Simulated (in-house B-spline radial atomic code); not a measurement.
Configurations of Cl8+, with energies counted from [He] 2s2 2p5. All numbers are computed (Dirac-Hartree-Fock, average of configuration; Fermi nucleus of rms radius 3.3654 fm) with a radial B-spline atomic code at the basis-set limit, not measured. Energies include first-order Breit, QED and recoil terms.

Occupations are held fixed; configurations that lie above the ionisation limit could autoionise.

```csv
configuration,E - E(ref) (eV),highest orbital,its <r> (bohr)
[He] 2s2 2p4 3s1,238.13,3s1/2,1.129
[He] 2s2 2p4 4f1,334.09,4f7/2,1.992
[He] 2s2 2p4 5s1,351.01,5s1/2,3.534
[He] 2s2 2p4 6s1,367.98,6s1/2,5.235
[He] 2s2 2p4 6d1,371.66,6d5/2,5.506
[He] 2s2 2p4 6f1,372.42,6f7/2,5.317
[He] 2s1 2p5 4f1,397.65,4f7/2,1.992
[He] 2s1 2p5 5d1,421.19,5d5/2,3.701
[He] 2s1 2p5 5f1,422.48,5f7/2,3.488
[He] 2s1 2p5 6f1,435.98,6f7/2,5.317
```

**Question.** Order these further configurations by energy, lowest first.
A. [He] 2s1 2p6
B. [He] 2s2 2p4 5d1
C. [He] 2s2 2p4 4d1
D. [He] 2s2 2p4 5f1
E. [He] 2s1 2p5 3d1

**Answer.** A (70.373 eV), C (331.53 eV), E (338.39 eV), B (357.61 eV), D (358.92 eV).

**Question.** How far above the reference does [He] 2s1 2p5 6g1 lie?

**Answer.** 436.05 eV; its least bound orbital is 6g9/2 with <r> = 4.888 bohr.

**Question.** How far above the reference does [He] 2s1 2p5 5g1 lie?

**Answer.** 422.58 eV; its least bound orbital is 5g9/2 with <r> = 3.055 bohr.

**Question.** How far above the reference does [He] 2s2 2p4 4s1 lie?

**Answer.** 317.86 eV; its least bound orbital is 4s1/2 with <r> = 2.165 bohr.
